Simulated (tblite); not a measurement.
Species: C₉H₁₉B.
SMILES with atom numbers: `[CH3:1][C:2]([CH3:3])([CH3:4])[C@@H:5]1[BH:6][CH2:7][CH2:8][CH2:9][CH2:10]1` (hydrogens: H11, H12, H13 on C1; H14, H15, H16 on C3; H17, H18, H19 on C4; H20 on C5; H21 on B6; H22, H23 on C7; H24, H25 on C8; H26, H27 on C9; H28, H29 on C10)

Structure used (GFN2-xTB), in Å, numbered top down from 1:
```xyz
29
C9H19B angstrom
C     -2.2092   -1.4972    0.0568
C     -1.5136   -0.1337    0.1433
C     -1.5472    0.3525    1.5945
C     -2.3150    0.8454   -0.7240
C     -0.0457   -0.2671   -0.3501
B      0.9051   -1.1635    0.5435
C      2.4624   -0.9468    0.4852
C      2.9100    0.4432    0.0273
C      2.0528    0.9291   -1.1348
C      0.5930    1.0857   -0.7160
H     -3.2329   -1.4201    0.4172
H     -2.2383   -1.8470   -0.9733
H     -1.6954   -2.2422    0.6557
H     -1.0389   -0.3538    2.2457
H     -1.0587    1.3187    1.6924
H     -2.5758    0.4584    1.9337
H     -1.9818    1.8696   -0.5803
H     -2.2268    0.5914   -1.7784
H     -3.3684    0.7986   -0.4539
H     -0.1015   -0.8331   -1.2947
H      0.4985   -2.0717    1.1634
H      2.9577   -1.1985    1.4262
H      2.8329   -1.6860   -0.2363
H      3.9630    0.4300   -0.2661
H      2.8099    1.1449    0.8588
H      2.4293    1.8912   -1.4916
H      2.1217    0.2176   -1.9616
H      0.5462    1.7593    0.1420
H      0.0470    1.5531   -1.5372
```

All values are computed: GFN2-xTB (tblite) harmonic vibrations without scaling, gas phase. Errors from tens to a few hundred cm⁻¹ against measured bands are possible. Modes of hydrogen on boron can be 10 to 20 % off. One conformer, not necessarily the lowest.

Harmonic wavenumbers (cm⁻¹): 51.1, 82.5, 151.4, 189.3, 208.5, 228.4, 249.0, 272.1, 306.5, 326.6, 332.8, 369.9, 425.2, 440.4, 450.5, 474.0, 528.2, 647.0, 709.2, 809.2, 835.8, 872.7, 894.3, 916.0, 938.4, 959.8, 962.6, 963.6, 986.1, 1010.5, 1024.4, 1030.6, 1038.5, 1078.0, 1119.6, 1129.7, 1149.9, 1159.9, 1212.6, 1220.0, 1240.3, 1247.8, 1261.3, 1282.5, 1300.0, 1310.9, 1343.9, 1348.7, 1360.5, 1406.8, 1409.0, 1431.0, 1461.1, 1489.4, 1491.9, 1494.7, 1498.2, 1501.1, 1507.9, 1509.6, 1517.4, 1525.4, 2618.0, 2846.0, 2912.1, 2951.5, 2955.0, 2966.7, 2968.5, 2975.7, 2979.4, 2985.7, 3018.4, 3020.3, 3024.0, 3027.3, 3031.8, 3036.7, 3046.2, 3046.9, 3064.9.

A = 2282, B = 861.4, C = 750.0 MHz; mass 138.158 u (most abundant isotopes); point group C1, symmetry number 1.

Question: What is the zero-point energy?

Answer: ½Σν̃ = 57585 cm⁻¹ = 688.87 kJ/mol.

Question: Give the ideal-gas entropy at 400 K and 1 bar in the rigid-rotor, harmonic-oscillator model (classical rotation).

Answer: Translation 176.43, rotation 128.21, vibration 195.17: S = 499.8 J/(mol K).

Question: And Cp and H(400 K) − H(0)?

Answer: Cp = 265.92 J/(mol K), of which vibrations give 232.66 (their classical limit is 81 R = 673.5); H(400 K) − H(0) = 56.89 kJ/mol without the zero-point energy, 43.59 from vibrations.

Question: What must be added to the electronic energy to get the Gibbs energy at 400 K and 1 bar?

Answer: ZPE + [H(400 K) − H(0)] − T·S = 688.87 + 56.89 − 199.92 = 545.84 kJ/mol.

Question: How do the functions run with temperature in this model?

Answer: 
| T (K) | S (J/(mol K)) | Cp (J/(mol K)) | H − H(0) (kJ/mol) | G − H(0) (kJ/mol) | ln q(vib) |
| --- | --- | --- | --- | --- | --- |
| 100 | 289.6 | 81.6 | 5.28 | -23.68 | 1.38 |
| 200 | 364.7 | 140.5 | 16.45 | -56.48 | 4.10 |
| 300 | 432.9 | 201.7 | 33.49 | -96.39 | 7.15 |
| 500 | 565.5 | 324.0 | 86.46 | -196.31 | 13.69 |
| 800 | 747.7 | 450.4 | 204.21 | -393.95 | 23.81 |
| 1000 | 854.6 | 506.6 | 300.20 | -554.36 | 30.37 |

q(vib) and H(0) count from the zero-point level.

Hindered rotation and anharmonicity are outside this model. Other conformers, if any are populated, would add a mixing term that is left out. The structure is chiral; the term R ln 2 for an equal mix with its mirror image is left out.

Hardware: Arm Neoverse V1, one thread, shared host with 32 logical CPUs at a one-minute load of 22. Cost: 1.6 s. This covers the Hessian and the dipole derivatives.
